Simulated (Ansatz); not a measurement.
Calculated with Ansatz (gas phase, PBE0-D4/def2-TZVP geometries, no zero-point term in ΔE). CCSD(T)/CBS adds triple-zeta CCSD(T) − MP2 to the extrapolated MP2 energy (def2 sets, frozen cores). This one scheme is used for every species. DFT in def2-TZVPP. B3LYP here is the variant with VWN-RPA as its local correlation; programs differ in this. One conformer a species, not always the lowest.

Reaction (ligand exchange at the Si–S bond): `O[SiH](S)CF` + HCl → `O[SiH](Cl)CF` + H₂S

(1) Is it downhill or uphill in electronic energy at CCSD(T)/CBS, and by how much? (Best estimate.)

(2) What do these levels give: PBE-D4, r2SCAN-D4, ωB97X-V, PBE0, B3LYP, HF/def2-TZVPP, MP2/def2-TZVPP, CCSD(T)/def2-TZVPP, HF/def2-QZVPP, SCS-MP2/def2-QZVPP, MP2/CBS(def2), CCSD/CBS(def2)? (Best estimate.)

Largest T1 diagnostic among the species: 0.012.

## Answers

(1) Computed: Downhill: ΔE = -40.5 kJ/mol.

(2) Computed: PBE-D4 -34.7, r2SCAN-D4 -40.3, ωB97X-V -42.1, PBE0 -39.1, B3LYP -44.5, HF/def2-TZVPP -54.1, MP2/def2-TZVPP -40.3, CCSD(T)/def2-TZVPP -40.3, HF/def2-QZVPP -54.8, SCS-MP2/def2-QZVPP -43.4, MP2/CBS(def2) -40.6, CCSD/CBS(def2) -42.7 kJ/mol.

In def2-TZVPP, CCSD(T) changes the Hartree–Fock value by +13.8 kJ/mol (the triples alone add +2.2 kJ/mol) and MP2 by +13.8 kJ/mol.
